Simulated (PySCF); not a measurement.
**`C=C1C=C1C(C)=O`: 4 charge schemes on one density**

C6H6O.
Geometry (GFN2-xTB, Å), atoms numbered from 1 in this order:
```xyz
13
C6H6O angstrom
C      2.1446   -0.5749    0.7006
C      1.3730    0.0387   -0.1640
C      1.1627    0.8175   -1.3585
C      0.0738    0.4704   -0.6661
C     -1.3714    0.4974   -0.5203
C     -1.8777   -0.3510    0.6159
O     -2.0809    1.1517   -1.2525
H      1.7371   -1.0887    1.5542
H      3.2153   -0.5813    0.5898
H      1.5818    1.3021   -2.2082
H     -1.5506   -1.3799    0.4750
H     -2.9622   -0.3092    0.6657
H     -1.4498    0.0076    1.5507
```

Density: PBE0/pcSseg-1 (PySCF); schemes: Mulliken, IAO, Hirshfeld and ESP-fitted. Geometry: GFN2-xTB, one conformer, isolated molecule.

At which atom do the 4 schemes differ most?

At C1: from -0.785 (ESP-fitted) to -0.157 e (Mulliken), 0.628 e apart.

Do the Mulliken, IAO, Hirshfeld and ESP-fitted schemes agree on where the charge is lowest?

The schemes don't all agree: Mulliken O7 (-0.339); IAO C6 (-0.474); Hirshfeld O7 (-0.228); ESP-fitted C1 (-0.785).

For which atoms does the sign change between the 4 schemes (beyond +0.03 e in one, beyond −0.03 e in another)?

C2.

Tabulate the Mulliken, IAO, Hirshfeld and ESP-fitted charges.

In e:

| atom | environment | Mulliken | IAO | Hirshfeld | ESP-fitted |
| --- | --- | --- | --- | --- | --- |
| C1 | terminal =CH2 carbon | -0.157 | -0.435 | -0.169 | -0.785 |
| C2 | fully substituted alkene carbon | -0.138 | +0.030 | -0.015 | +0.281 |
| C3 | alkene CH carbon | -0.033 | -0.072 | +0.018 | -0.120 |
| C4 | fully substituted alkene carbon | -0.002 | -0.032 | +0.008 | -0.243 |
| C5 | ketone carbonyl carbon | +0.181 | +0.368 | +0.163 | +0.774 |
| C6 | methyl carbon next to a carbonyl | -0.262 | -0.474 | -0.120 | -0.614 |
| O7 | ketone oxygen | -0.339 | -0.388 | -0.228 | -0.510 |
| H8 | vinylic hydrogen | +0.111 | +0.152 | +0.037 | +0.245 |
| H9 | vinylic hydrogen | +0.115 | +0.155 | +0.039 | +0.248 |
| H10 | vinylic hydrogen | +0.083 | +0.190 | +0.095 | +0.208 |
| H11 | methyl hydrogen | +0.148 | +0.168 | +0.058 | +0.174 |
| H12 | methyl hydrogen | +0.142 | +0.168 | +0.054 | +0.164 |
| H13 | methyl hydrogen | +0.150 | +0.170 | +0.059 | +0.177 |

Mean size of the charges over all atoms: ESP-fitted 0.349 e, IAO 0.216 e, Mulliken 0.143 e, Hirshfeld 0.082 e. Each set sums to the total charge, 0, to within 0.001 e. The Mulliken scheme gives each basis function's population to the atom it is centred on and halves the overlap population of two atoms between them.

How many electrons does the IAO scheme count on C6?

Z − q = 6 − (-0.474) = 6.474.

Sum the charges by element, for elements with more than one atom.

```csv
element,atoms,Mulliken,IAO,Hirshfeld,ESP-fitted
C,6,-0.411,-0.615,-0.115,-0.707
H,6,+0.749,+1.003,+0.342,+1.216
```

How closely do the schemes follow one another over all atoms?

Correlation coefficient and root-mean-square difference: IAO with ESP-fitted 0.95, 0.186 e; IAO with Hirshfeld 0.95, 0.164 e; Mulliken with IAO 0.92, 0.126 e; Mulliken with Hirshfeld 0.92, 0.081 e; Hirshfeld with ESP-fitted 0.89, 0.326 e; Mulliken with ESP-fitted 0.79, 0.303 e.
